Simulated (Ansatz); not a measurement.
A run for Ansatz (a quantum-chemistry and plane-wave program): R-SVWN5/def2-TZVPP on CH4 (SMILES C).

Ansatz 0.2 input:
```yaml
crystal:
  periodic: [false, false, false]
  atoms:
    - {symbol: C, position_ang: [0.00000000, 0.00000000, -0.00000000]}
    - {symbol: H, position_ang: [1.08818013, -0.00000000, 0.00000000]}
    - {symbol: H, position_ang: [-1.08818013, 0.00000000, 0.00000000]}
    - {symbol: H, position_ang: [-0.00000000, 1.08818013, -0.00000000]}
    - {symbol: H, position_ang: [0.00000000, -1.08818013, -0.00000000]}
basis:
  gaussian:
    orbitals: def2-TZVPP
hamiltonian:
  xc: {name: SVWN5}
scf: {lower_state_search: off}
```

The log:

```
WARN ansatz: RAYON_NUM_THREADS=1 ignored (pool sized by the plan → 1); use --threads N
Functional definition: SVWN5
these checks for a lower state are left out or cut short: stability, starts, cluster_reference, orbital_swaps, neighbouring_geometries, increment
integrals: 0.01 GiB planned
416 factors; their error is unknown
mean field: 0.15 GiB planned
mean field evaluation 1: about -1075.5871 eV, gradient 7.1e1 eV
mean field evaluation 2: about -1053.2524 eV, gradient 9.1e1 eV
mean field evaluation 4: about -1086.5203 eV, gradient 2.5e0 eV
mean field evaluation 8: about -1086.5169 eV, gradient 3.9e-2 eV
mean field evaluation 16: about -1086.5169 eV, gradient 1.5e-6 eV
mean field -1086.51687374 eV, -39.9287586425 hartree, gradient 1.5e-6 eV, S^2 0.000000; 0 other end points of the search recorded, 0 dependent functions left out
reference -1086.51689992 eV, -39.9287596046 hartree; 5, 5 occupied and 82, 82 virtual orbitals, 416 factors
Total energy: -1086.51689992 eV, -39.9287596046 hartree
Checks for a lower state left out: stability, starts, cluster_reference, orbital_swaps, neighbouring_geometries, increment
```

Self-consistency was reached.

Cost: around 0.13 core-seconds (rough).
